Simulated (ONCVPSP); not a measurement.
# What the settings do to the ONCV potential of erbium

Base potential:

ONCVPSP 4.0.1 input, shortened (lines: element, Z, core and valence counts, functional; n l f; lmax; l rc ep ncon nbas qcut; lloc lpopt rc5 dvloc0; l nproj debl; icmod fcfact rcfact), PBE, scalar-relativistic:

```
  Er 68.00    9    5        4      upf
    1    0    2.00
    2    0    2.00
    2    1    6.00
    3    0    2.00
    3    1    6.00
    3    2   10.00
    4    0    2.00
    4    1    6.00
    4    2   10.00
    4    3   11.50
    5    0    2.00
    5    1    6.00
    5    2    0.50
    6    0    2.00
    3
    0    2.20    0.00    4    8    4.90
    1    2.20    0.00    4    9    5.90
    2    2.25    0.00    5   10    4.20
    3    1.05    0.00    4    9   14.30
    4    5    0.65    2.00
    0    2    2.80
    1    2    0.60
    2    2    0.80
    3    1    0.50
    0    0.00    0.00
```

In the p channel the program set the typed energies aside and used -1.034, 0.250 Ha.

Cutoffs, loose and tight: the cutoffs (Ha) at which the residual kinetic energy of the hardest occupied pseudo-wave falls to 1 and 0.1 mHa per electron. They do not see the model core or the augmentation charge, which bear on the density cutoff. Test errors are all-electron minus pseudo excitation energies from the reference, over the configurations 4f12 5s2 5p6 5d0 6s2; 4f12 5s2 5p6 5d0 6s1; 4f12 5s2 5p6 5d0 6s0; 4f12 5s2 5p5 5d0 6s2. A dash means not determined; rows that change the core or the reference have their own tests.

A true bound ghost makes a file unfit for plane-wave use even where its test errors are small: the radial tests pick states by their node count and pass the ghost by.

| change | outcome | cutoff, loose | cutoff, tight | bound ghosts | GHOST(+) flags above zero | largest test error (meV) |
| --- | --- | --- | --- | --- | --- | --- |
| base | generated, projector energies reset by the program | 99 Ha | 285 Ha | s, p | s, d | tests left out (the all-electron energies of this program are off by 10 to 40 meV for near-neutral 4f atoms) |
| local potential polynomial inside 0.85 bohr (lpopt 5, dvloc0 0 Ha) | generated, projector energies reset by the program | 99 Ha | 285 Ha | s, p | none | tests left out (the all-electron energies of this program are off by 10 to 40 meV for near-neutral 4f atoms) |
| d: nproj 3 | generated, projector energies reset by the program | 99 Ha | 285 Ha | s, p, d | s, d | tests left out (the all-electron energies of this program are off by 10 to 40 meV for near-neutral 4f atoms) |
| p: qcut 3.3 | generated, projector energies reset by the program | 99 Ha | 285 Ha | s, p | s, d | tests left out (the all-electron energies of this program are off by 10 to 40 meV for near-neutral 4f atoms) |
| d: debl 1.25 | generated, projector energies reset by the program | 99 Ha | 285 Ha | s, p | s, d | tests left out (the all-electron energies of this program are off by 10 to 40 meV for near-neutral 4f atoms) |
| functional LDA (Perdew-Zunger) | generated, projector energies reset by the program | 99 Ha | 284 Ha | s, p | s, d | tests left out (the all-electron energies of this program are off by 10 to 40 meV for near-neutral 4f atoms) |

Question: What comes out with this change to the base: s: qcut 6.2; p: qcut 7.4; d: qcut 5.3; f: qcut 18?

Answer: outcome: generated, projector energies reset by the program; cutoff, loose: 129 Ha; cutoff, tight: 142 Ha; bound ghosts: s, p; GHOST(+) flags above zero: s, d; largest test error (meV): tests left out (the all-electron energies of this program are off by 10 to 40 meV for near-neutral 4f atoms).
